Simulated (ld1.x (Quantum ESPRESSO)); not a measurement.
**Before and after: ultrasoft potential for Pt (Z = 78)**

* Element: platinum (Pt)
* Generator: ld1.x (Quantum ESPRESSO) 7.5
* Type: ultrasoft
* Functional: PBE
* Relativity: scalar-relativistic
* Frozen core: [Kr] 4d10 4f14
* Valence charge: 18
* Reference configuration: 5s2 5p6 5d9 6s1 6p0
* Partial waves: 5s (bound): rcut 1.20, rcutus 1.50 bohr; 6s (bound): rcut 1.20, rcutus 1.50 bohr; 5p (bound): rcut 1.45, rcutus 1.65 bohr; 6p (bound, empty): rcut 1.45, rcutus 1.65 bohr; 5d (bound): rcut 1.15, rcutus 1.25 bohr; 5d channel at -0.1 Ry: rcut 1.15, rcutus 1.25 bohr
* Local potential: all-electron potential smoothed inside 1.25 bohr (lloc = -2)
* Core correction: none
* Augmentation charge: PSQ, inside the norm-conserving radii

Change: local potential all-electron potential smoothed inside 1.92 bohr (lloc = -2).

Cutoffs: the cutoffs (Ry, on a coarse ladder) from which the occupation-weighted sum of valence levels, in a spherical-Bessel basis at the reference potential, stays within 10 and 1 mRy of its value at 400 Ry; they do not see the model core or the augmentation charge, which bear on the density cutoff. Errors are all-electron minus pseudo energies relative to the spin-unpolarised reference configuration.

What does the change do?

The potential gets neither clearly harder nor softer (70 Ry and 120 Ry → 70 Ry and 120 Ry); of the 7 tests that both files solve, the error grows in 3 and shrinks in 0 by more than 15 % and 0.3 meV (median size 2.4 → 2.4 meV); neither file shows a bound ghost. The local part now departs from the all-electron potential out to 1.92 bohr, far beyond the d radius of 1.25 bohr, and whatever the projectors do not describe feels it: the likely cause.

| quantity | base | changed |
| --- | --- | --- |
| cutoff, loose | 70 Ry | 70 Ry |
| cutoff, tight | 120 Ry | 120 Ry |
| bound ghosts | none | none |
| error for 5s2 5p6 5d9 6s0 6p0, meV [ΔE 9.19 eV] | +1.2 | +0.9 |
| error for 5s2 5p6 5d8 6s0 6p0, meV [ΔE 29.16 eV] | -2.0 | -2.4 |
| error for 5s2 5p6 5d7 6s0 6p0, meV [ΔE 61.38 eV] | -7.7 | -9.0 |
| error for 5s2 5p6 5d8 6s2 6p0, meV [ΔE 1.00 eV] | +27 | +25 |
| error for 5s2 5p6 5d10 6s0 6p0, meV [ΔE -0.02 eV] | +2.4 | +2.1 |
| error for 5s2 5p6 5d6 6s0 6p0, meV [ΔE 107.03 eV] | -14 | -19 |
| error for 5s2 5p6 5d9.5 6s0.5 6p0, meV [ΔE -0.12 eV] | -0.2 | -0.3 |
| lowest overlap eigenvalue by channel | s 0.21, p 0.08, d 0.81 | s 0.13, p 0.11, d 0.83 |
